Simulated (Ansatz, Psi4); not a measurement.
Molecule: C3H4O, charge 0, multiplicity 1. SMILES: O=C1CC1
Structure (B3LYP-D3(BJ)/def2-TZVP (Ansatz, a first-principles code) minimum search):
```
C
H 1 1.0839
H 1 1.0839 2 114.69
C 1 1.4653 2 118.84 3 149.21
O 4 1.1941 1 147.60 2 -73.96
C 4 1.4653 5 147.60 1 180.00
H 6 1.0839 4 118.84 5 -73.96
H 6 1.0839 7 114.69 4 -149.21
```
Charge 0, spin multiplicity 1.

Wanted: vertical triplet-singlet gap, E(triplet) - E(singlet), in eV. Terms: UHF or UKS for open shells; non-relativistic; each state is the SCF solution reached for its charge and spin; 6-311+G** with 5d; dispersion terms only where a functional's name holds one; no spin-orbit coupling; six Cartesian d functions in 6-31G* and its kin unless marked 5d; frozen cores in correlated levels. Basis-set limits of correlation are two-point, X^-3; Hartree-Fock from the larger set. The bracket is a focal-point correction in the basis named. Ab initio and DFT rows: single points at B3LYP-D3(BJ) geometries (Ansatz). Levels can end on unlike triplets.

Coupled cluster (Ansatz) is a level with limits of its own, used here on species with T1 under 0.025 (0.045 for open shells) and stable references: RI-MP2/CBS(aug-cc-pVTZ,aug-cc-pVQZ)+[CCSD(T)-MP2]/aug-cc-pVTZ.

Value to compare with, RI-MP2/CBS(aug-cc-pVTZ,aug-cc-pVQZ)+[CCSD(T)-MP2]/aug-cc-pVTZ (Ansatz): 3.58 eV.

| level | program | vertical triplet-singlet gap, E(triplet) - E(singlet) (eV) | difference |
|---|---|---|---|
| HF/6-31G* | Ansatz | 2.88 | -0.70 |
| B3LYP/3-21G | Ansatz | 3.32 | -0.26 |
| B3LYP/6-311+G** | Ansatz | 3.22 | -0.36 |
| wB97X-D/6-31G* | Psi4 | 3.35 | -0.23 |
| MP2/6-31G* | Ansatz | 4.03 | 0.45 |
| MP2/6-311+G** | Ansatz | 3.94 | 0.36 |
| PBE0/def2-TZVPD | Ansatz | 3.15 | -0.43 |

Among the 6 habitual levels, HF/6-31G* lies farthest from RI-MP2/CBS(aug-cc-pVTZ,aug-cc-pVQZ)+[CCSD(T)-MP2]/aug-cc-pVTZ (Ansatz) (-0.70 eV); 2 of 6 lie above it, and their mean absolute difference is 0.39 eV, the median 0.36. One case shows no general order.

The levels are drawn from those run, B3LYP/6-31G* more often than the rest, none by its result; runs whose electronic state is in doubt are left out.
